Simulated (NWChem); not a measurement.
CH₄ClNSi₂; SMILES Cl[Si@H]1N=C[SiH2]1

```xyz
9

Cl    -0.3287    -2.1432    -0.3270
Si     0.1344    -0.3666     0.6212
N      1.5320     0.4803    -0.1241
C      1.0204     1.6196    -0.4385
Si    -0.8753     1.6256    -0.0727
H      0.3800    -0.6870     2.0546
H      1.6673     2.4111    -0.8657
H     -1.3984     2.6727     0.8605
H     -1.7249     1.6023    -1.3029
```
Atoms are numbered in this order, from 1.

Program: NWChem. Structure relaxed at the PBE0/def2-SVP level. GIAO values for the isolated, static molecule; σ is the absolute isotropic shielding, δ = σ(reference) − σ with the isolated reference molecule computed at the same levels (1H: tetramethylsilane, 15N: ammonia, 29Si: tetramethylsilane).

Task: Predict the results for LDA (Slater exchange, VWN5)/pcSseg-1. Quantities: δ Si2 (ppm); δ N3 (ppm); δ Si5 (ppm); δ H6 (ppm); δ H7 (ppm); δ H8 (ppm); δ H9 (ppm).

Result: 
| Quantity | Result |
|---|---|
| δ Si2 (ppm) | 20.1 |
| δ N3 (ppm) | 600.9 |
| δ Si5 (ppm) | -17.7 |
| δ H6 (ppm) | 6.62 |
| δ H7 (ppm) | 10.51 |
| δ H8 (ppm) | 6.14 |
| δ H9 (ppm) | 5.81 |
